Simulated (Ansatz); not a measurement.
Start from `CC(C)O[SiH](F)F` and change one atom or group to get `CC(=O)O[SiH](F)F`.

Ansatz, PBE0-D4/def2-TZVP geometries, multiplicity 1. Each molecule was computed in one conformer, which needn't be the lowest.

```json
{"property": "size of the dipole moment (PBE/def2-TZVPP) / D", "`CC(C)O[SiH](F)F`": "2.46"}
{"property": "LUMO energy (PBE0/def2-TZVPP) / eV", "`CC(C)O[SiH](F)F`": "0.85"}
{"property": "LUMO energy (PBE/def2-TZVPP) / eV", "`CC(C)O[SiH](F)F`": "0.01"}
{"property": "LUMO energy (ωB97M-V/def2-TZVPP) / eV", "`CC(C)O[SiH](F)F`": "2.37"}
{"property": "HOMO energy (ωB97M-V/def2-TZVPP) / eV", "`CC(C)O[SiH](F)F`": "-11.18"}
{"property": "HOMO–LUMO gap (B3LYP/def2-TZVPP) / eV", "`CC(C)O[SiH](F)F`": "9.11"}
```

Q: What does the change do to each property? (An estimate is asked.)

A: Ansatz gave: 
```json
{"property": "size of the dipole moment (PBE/def2-TZVPP) / D", "`CC(=O)O[SiH](F)F`": "2.39", "shift": "-0.07"}
{"property": "LUMO energy (PBE0/def2-TZVPP) / eV", "`CC(=O)O[SiH](F)F`": "-0.48", "shift": "-1.33"}
{"property": "LUMO energy (PBE/def2-TZVPP) / eV", "`CC(=O)O[SiH](F)F`": "-1.61", "shift": "-1.62"}
{"property": "LUMO energy (ωB97M-V/def2-TZVPP) / eV", "`CC(=O)O[SiH](F)F`": "1.80", "shift": "-0.57"}
{"property": "HOMO energy (ωB97M-V/def2-TZVPP) / eV", "`CC(=O)O[SiH](F)F`": "-11.10", "shift": "0.08"}
{"property": "HOMO–LUMO gap (B3LYP/def2-TZVPP) / eV", "`CC(=O)O[SiH](F)F`": "7.63", "shift": "-1.48"}
```

With PBE0 the HOMO rises by 0.14 eV and the LUMO falls by 1.33 eV, so the gap narrows by about 1.47 eV. PBE moves the HOMO by 0.31 eV and ωB97M-V by 0.08 eV. Dipoles are sizes alone; their direction can turn.

B3LYP here is the variant with VWN-RPA as its local correlation; programs differ in this.
